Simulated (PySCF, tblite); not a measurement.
Compound: C₉H₁₁OP.
Numbering: `[CH2:1]=[CH:2][C:3]1=[C:4]([CH3:5])[CH:6]=[CH:7][P@:8]1(=[O:9])[CH:10]=[CH2:11]` (hydrogens: H12, H13 on C1; H14 on C2; H15, H16, H17 on C5; H18 on C6; H19 on C7; H20 on C10; H21, H22 on C11)

Structure optimised with GFN2-xTB, isolated species.

Q: Give the optimised bond lengths and angles.

A: 
```csv
bond,length (Å),order
C1=C2,1.330,double
C2–C3,1.435,single
C3=C4,1.355,double
C4–C5,1.492,single
C4–C6,1.458,single
C6=C7,1.336,double
C7–P8,1.818,single
P8=O9,1.467,double
P8–C10,1.815,single
C10=C11,1.321,double
C3–P8,1.833,single
C1–H12,1.079,single
C1–H13,1.076,single
C2–H14,1.083,single
"C5–H15, C5–H16, C5–H17",1.089,single
C6–H18,1.081,single
C7–H19,1.076,single
C10–H20,1.080,single
C11–H21,1.080,single
C11–H22,1.078,single
```

Bonds in one row agree within 0.01 Å and their mean is given. Orders are formal, as drawn. A selection of angles:
```csv
angle,degrees
C2–C1–H12,120.6
C2–C1–H13,122.2
H12–C1–H13,117.2
C1–C2–C3,121.9
C1–C2–H14,120.4
C3–C2–H14,117.6
C2–C3–C4,129.1
C2–C3–P8,121.7
C4–C3–P8,109.2
C3–C4–C5,127.0
C3–C4–C6,114.2
C5–C4–C6,118.8
C4–C5–H15,109.9
C4–C5–H17,111.9
H15–C5–H16,107.7
H15–C5–H17,108.8
C4–C6–C7,116.3
C4–C6–H18,119.5
C7–C6–H18,124.2
C6–C7–P8,109.2
C6–C7–H19,126.2
P8–C7–H19,124.6
C7–P8–O9,117.6
C7–P8–C10,104.3
O9–P8–C10,115.0
C3–P8–C7,91.1
C3–P8–O9,119.8
C3–P8–C10,105.7
P8–C10–C11,118.9
P8–C10–H20,117.6
C11–C10–H20,123.6
C10–C11–H21,119.6
C10–C11–H22,123.1
H21–C11–H22,117.3
```

Dihedral angles: C1–C2–C3–C4 173° (antiperiplanar); C2–C3–C4–C5 0° (synperiplanar); C3–C4–C6–C7 1° (synperiplanar); C4–C6–C7–P8 0° (synperiplanar); C6–C7–P8–O9 -126° (anticlinal); C7–P8–C10–C11 129° (anticlinal); C2–C3–P8–C7 180° (antiperiplanar).

The 5-membered ring C3–C4–C6–C7–P8 has internal angles of 91.1° to 116.3° (sum 540°, against 540° for a flat polygon); it is planar, 0.01 Å rms from its mean plane, widest ring torsion 1°. Of the pairs four or more bonds apart, P8···H12 is among the closest relative to their van der Waals radii: 2.66 Å, 89 % of the sum of Bondi's values. P8 (phosphoryl phosphorus) has angles from 91.1° to 119.8°. The 7 C–C bonds span 1.321 Å (C10=C11, drawn double) to 1.492 Å (C4–C5, drawn single), a spread of 0.171 Å.

Point group: C1 (no symmetry element, even within 0.4 Å). Its GFN2-xTB frequencies are all real (lowest 58 cm⁻¹). One conformer, not necessarily the lowest.

The numbers are calculated, not measured.
